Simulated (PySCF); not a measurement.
Compound: C₅H₁₄N₂Si.
SMILES with atom numbers: `[NH2:1][CH2:2][C@@H:3]1[CH2:4][CH2:5][N:6]([SiH3:7])[CH2:8]1`

Cartesian coordinates in Å at the GFN2-xTB level; atoms count from 1:
```xyz
22
C5H14N2Si angstrom
N     -2.9162    1.0148   -0.3795
C     -2.0484    0.3082    0.5498
C     -0.9755   -0.4653   -0.2155
C     -0.2244   -1.4627    0.6805
C      1.2141   -1.3769    0.1760
N      1.3627    0.0216   -0.1378
Si     2.8452    0.8678   -0.2335
C      0.1392    0.4429   -0.7814
H     -2.3790    1.6820   -0.9237
H     -3.6292    1.5300    0.1254
H     -2.6758   -0.4003    1.0998
H     -1.5580    0.9703    1.2845
H     -1.4724   -0.9899   -1.0349
H     -0.6335   -2.4687    0.6179
H     -0.2652   -1.1299    1.7185
H      1.9513   -1.6812    0.9185
H      1.3393   -2.0056   -0.7191
H      2.5035    2.2800   -0.0546
H      3.6651    0.3316    0.8517
H      3.5780    0.7218   -1.5053
H     -0.0321    1.5003   -0.5660
H      0.2010    0.3286   -1.8728
```

NICS = −σ at a ghost point: NICS(0) at the centroid of the ring atoms, NICS(1) 1 Å to either side along the normal of their mean plane, zz for the tensor component along that normal. Level: GIAO PBE0/pcSseg-1 (PySCF, non-relativistic, gas phase) on the GFN2-xTB geometry, one conformer.

Ring bond lengths (Å), with Mayer bond orders in brackets: C3–C4 1.537 (1.00), C4–C5 1.527 (1.04), C5–N6 1.441 (0.94), N6–C8 1.445 (0.93), C8–C3 1.545 (0.98).

Task: Give the NICS values of each ring in ppm.

Result: 
| ring | type | NICS(0) | NICS(1), two faces | NICS(1)zz, two faces | rms pucker (Å) | centre to ring atoms, mean (Å) |
| --- | --- | --- | --- | --- | --- | --- |
| C3–C4–C5–N6–C8 | 5-membered ring with N; formal bonds all single | -7.4 | -4.5 / -3.6 | -4.2 / -5.2 | 0.17 | 1.26 |

Task: What can be read from them?

Result: 
- C3–C4–C5–N6–C8: mean NICS(1)zz -4.7 ppm, shielded. C3, C4, C5, C8 have four or more neighbours; no verdict on aromaticity is drawn.

Task: What is the mean of the two in-plane components of NICS at the first NICS(1) probe listed for ring C3–C4–C5–N6–C8, 1 Å off the ring?

Result: The isotropic value is a third of the trace: (3 × -4.5 − (-4.2))/2 = -4.7 ppm.

Task: List the ring angles and the Hirshfeld charges of the ring atoms.

Result: 
- C3–C4–C5–N6–C8: C3 104.0° (-0.026 e), C4 103.4° (-0.072 e), C5 102.9° (-0.025 e), N6 107.0° (-0.177 e), C8 106.0° (-0.027 e); sum 523.4° against 540° for a flat convex ring.
